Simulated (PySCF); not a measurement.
CH₁₀NSi₃ (doublet state).
Structure used (PBE0-D3(BJ)/def2-SVP), in Å, numbered top down from 1:
```
atom  x, y, z in Å
N1     2.895   -0.154   -0.768
Si2    2.399   -0.064    0.900
Si3    0.154    0.612    0.997
C4    -0.905   -0.566   -0.038
Si5   -2.744   -0.169   -0.038
H6     2.410   -0.771   -1.410
H7     3.875   -0.073   -1.018
H8     3.327    0.927    1.545
H9    -0.296    0.571    2.425
H10   -0.052    2.012    0.497
H11   -0.760   -1.593    0.338
H12   -0.541   -0.548   -1.080
H13   -3.283   -0.217    1.356
H14   -2.979    1.201   -0.590
H15   -3.507   -1.150   -0.873
```

The hyperfine couplings belong to this conformer and change with its torsions.

The species is `N[SiH][SiH2]C[SiH3]` [radical].

Level of theory: UKS B3LYP, IGLO-III on C N Si, pcH-1 on H, non-relativistic, mean-field spin-orbit, GIAO (PySCF 2.14.0). Geometry: PBE0-D3(BJ)/def2-SVP, one conformer, isolated molecule. No stability test was run, so a lower SCF solution isn't excluded.

What is the g tensor, term by term?

| Δg (ppm) | 1 | 2 | 3 |
| --- | --- | --- | --- |
| relativistic mass correction | -149 | -149 | -149 |
| gauge correction | 15 | 56 | 59 |
| orbital Zeeman/spin–orbit | -150 | 60 | 2240 |
| total | -284 | -32 | 2150 |

So g = 2.00203, 2.00229, 2.00447 and g_iso = 2.00293; the tensor is close to axial: the two nearest values differ by 10 % of g3 − g1. Axes: g2 points within 15° of the N1–H7 bond.

Average each term over the three axes. Which is largest in size?

The orbital-Zeeman/spin–orbit term 717, the mass correction -149 and the gauge correction 43 ppm, for a total of 611 ppm. The orbital-Zeeman/spin–orbit term is the largest in size. The mass correction is the same along every axis, so the anisotropy comes from the other two: their spans along these axes are 44 (gauge) and 2390 ppm (orbital Zeeman/spin–orbit).

At 93.929 GHz, how far is the centre of the isotropic spectrum from where a free electron (g = 2.002319) resonates?

B = hν/(g μB) with μB/h = 13.99624 MHz/mT gives 3351.62 mT for the free electron and 3350.60 mT at g_iso, 1.02 mT lower.

In a frozen sample, at which fields do the three g values resonate at 9.5, 34, 94 and 263 GHz (hyperfine left aside), and which band first spreads them over more than twice a line width of 0.5 mT?

| band | GHz | B(g3) mT | B(g2) mT | B(g1) mT | spread mT |
| --- | --- | --- | --- | --- | --- |
| X | 9.5 | 338.62 | 338.99 | 339.03 | 0.41 |
| Q | 34.0 | 1211.90 | 1213.22 | 1213.38 | 1.47 |
| W | 94.0 | 3350.56 | 3354.21 | 3354.63 | 4.07 |
| J | 263.0 | 9374.43 | 9384.65 | 9385.83 | 11.40 |

The spread grows in proportion to the frequency. Q band is the first where it exceeds 1.0 mT.

Largest spin populations (Mulliken): Si2 (+0.78), N1 (+0.12) and Si3 (+0.06). Si2 is the only atom above +0.15. The angles at Si2 add up to 327.2°, so it is pyramidal.

The HOMO–LUMO gaps are 4.47 eV among the α and 5.31 eV among the β orbitals.
